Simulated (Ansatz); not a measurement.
Cartesian coordinates in Å:
```
C -1.2873 -0.4550 0.2119
C 0.1802 -0.3433 0.5755
C 0.6899 1.0831 0.5124
O 0.9736 -1.2030 -0.2390
Ge 1.3076 -1.3014 -1.9640
F 0.3418 0.0571 -2.5706
H -1.6111 -1.4972 0.2492
H -1.8956 0.1156 0.9178
H -1.4656 -0.0639 -0.7919
H 0.3177 -0.7196 1.5963
H 0.1512 1.7088 1.2281
H 1.7526 1.1196 0.7611
H 0.5450 1.4992 -0.4868
```

The species carries charge 0 and has multiplicity 1.

**Question.** List the PBE/def2-TZVPP orbital energies in eV (Ansatz). (An estimate is asked.)

**Answer.** Ansatz gave: Occupied: -10805.13, -1338.36, -1191.83, -1191.78, -1191.75, -658.95, -510.46, -270.48, -268.64, -268.64, -162.97, -114.52, -114.41, -114.28, -30.57, -30.35, -30.27, -30.17, -30.07, -27.85, -24.96, -19.17, -17.07, -15.01, -12.58, -11.75, -11.12, -10.63, -9.76, -9.66, -9.12, -9.10, -8.79, -8.65, -7.32, -7.07, -6.64. Lowest empty: -2.61, -0.31, 0.40, 0.95, 1.73, 1.88, 2.06, 2.80.
